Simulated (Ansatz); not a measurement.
The same redistribution along the group B, Al, In.

Calculated with Ansatz (gas phase, PBE0-D4/def2-TZVP geometries, no zero-point term in ΔE). CCSD(T)/CBS is the MP2 limit (def2-TZVPP, def2-QZVPP) plus CCSD(T) − MP2 in def2-TZVPP, frozen cores. DFT in def2-TZVPP. Elements past krypton have def2 core potentials. For Br, In outer-core shells are correlated without core-valence functions, which leaves a few kJ/mol of doubt a bond. Scalar relativity is left out up to krypton. Each species was taken in one conformer, which may not be the lowest.

| reaction | ωB97X-V (eV) | revPBE-D4 (eV) | PBE0-D4 (eV) | PBE-D4 (eV) | CCSD(T)/CBS(def2) (eV) |
| --- | --- | --- | --- | --- | --- |
| `CB(C)N` + `O[SiH](O)Br` → `CB(N)Br` + `C[SiH](O)O` | 0.14 | 0.15 | 0.15 | 0.15 | 0.14 |
| `[CH3][Al]([CH3])[NH2]` + `O[SiH](O)Br` → `[CH3][Al]([NH2])[Br]` + `C[SiH](O)O` | -0.78 | -0.70 | -0.75 | -0.70 | -0.77 |
| `[CH3][In]([CH3])[NH2]` + `O[SiH](O)Br` → `[CH3][In]([NH2])[Br]` + `C[SiH](O)O` | -0.76 | -0.69 | -0.74 | -0.70 | -0.72 |

Largest T1 diagnostic: 0.013, for `[CH3][In]([CH3])[NH2]`.
